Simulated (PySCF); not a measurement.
Compound: C6H7FN (doublet state).
Geometry (GFN2-xTB, Å), atoms numbered from 1 in this order:
```xyz
15
C6H7FN angstrom
C     -2.2481    0.8386    0.1991
C     -1.0565    0.3853    0.5682
C     -0.3463   -0.6945   -0.1235
N     -0.5523   -1.1651   -1.2725
C      0.8332   -1.2840    0.6509
C      1.9120   -0.3242    0.5995
C      2.3174    0.8353    0.2073
F      1.5384    1.7470   -0.4851
H     -2.7792    0.4340   -0.6479
H     -2.7450    1.6289    0.7345
H     -0.5548    0.8024    1.4305
H     -1.3032   -0.7424   -1.8093
H      0.5438   -1.4854    1.6855
H      1.1319   -2.2146    0.1646
H      3.3043    1.2467    0.3640
```

The hyperfine couplings belong to this conformer and change with its torsions.

Identity: `[H]/N=C(\C=C)C/[C]=C\F` [radical].

Computed with UKS B3LYP, pcH-1 on C F H N, non-relativistic, mean-field spin-orbit, GIAO in PySCF. One conformer (not necessarily the lowest) at the GFN2-xTB geometry, without solvent, vibrations or thermal averaging. The geometry wasn't refined by DFT: couplings that depend on bond lengths, twists or pyramidal angles can differ widely from those at the functional's own minimum. The frame is twisted about the C2–C3 bond at this geometry (dihedral H11–C2–C3–C5 = 13°); couplings at other torsion angles weren't computed. Stability of the SCF solution: not tested.

**Question.** Give the principal g shifts and their parts.

**Answer.** 
```json
{"Δg (ppm)": "relativistic mass correction", "1": "-178", "2": "-178", "3": "-178"}
{"Δg (ppm)": "gauge correction", "1": "49", "2": "15", "3": "6"}
{"Δg (ppm)": "orbital Zeeman/spin–orbit", "1": "-1385", "2": "154", "3": "213"}
{"Δg (ppm)": "total", "1": "-1514", "2": "-9", "3": "40"}
```

So g = 2.00081, 2.00231, 2.00236 and g_iso = 2.00183; the tensor is close to axial: the two nearest values differ by 3 % of g3 − g1. Axes: g1 points within 2° of the C5–C6 bond.

**Question.** What effective moment and Curie constant follow for a powder?

**Answer.** With the mean of g² = 4.0073 and S(S+1) = 0.75: μ_eff = √(⟨g²⟩S(S+1)) = 1.734 μB and χT = 0.12505·⟨g²⟩·S(S+1) = 0.376 cm³ K/mol (cgs; spin-Hamiltonian part alone).

**Question.** At 9.769 GHz, how far is the centre of the isotropic spectrum from where a free electron (g = 2.002319) resonates?

**Answer.** B = hν/(g μB) with μB/h = 13.99624 MHz/mT gives 348.58 mT for the free electron and 348.67 mT at g_iso, 0.09 mT higher.

**Question.** Average each term over the three axes. Which is largest in size?

**Answer.** The orbital-Zeeman/spin–orbit term -339, the mass correction -178 and the gauge correction 23 ppm, for a total of -494 ppm. The orbital-Zeeman/spin–orbit term is the largest in size. The mass correction is the same along every axis, so the anisotropy comes from the other two: their spans along these axes are 44 (gauge) and 1598 ppm (orbital Zeeman/spin–orbit).

**Question.** In a frozen sample, at which fields do the three g values resonate at 9.5, 34, 94 and 263 GHz (hyperfine left aside), and which band first spreads them over more than twice a line width of 0.3 mT?

**Answer.** 
```tsv
band	GHz	B(g3) mT	B(g2) mT	B(g1) mT	spread mT
X	9.5	338.98	338.99	339.24	0.26
Q	34.0	1213.18	1213.21	1214.12	0.94
W	94.0	3354.09	3354.17	3356.69	2.60
J	263.0	9384.31	9384.53	9391.59	7.29
```

The spread grows in proportion to the frequency. Q band is the first where it exceeds 0.6 mT.

Largest spin populations (Mulliken): C6 (+0.96) and C7 (-0.09). No atom but C6 exceeds +0.15. The positive populations add up to 1.14 and the negative ones to -0.14, together 2S = 1.

The HOMO–LUMO gaps are 4.99 eV among the α and 4.22 eV among the β orbitals.

Hardware: Arm Neoverse V1, one thread, shared host with 64 logical CPUs at a one-minute load of 30. Cost: 75 s wall (grids of density and orbitals included), 0.97 GiB resident at most.
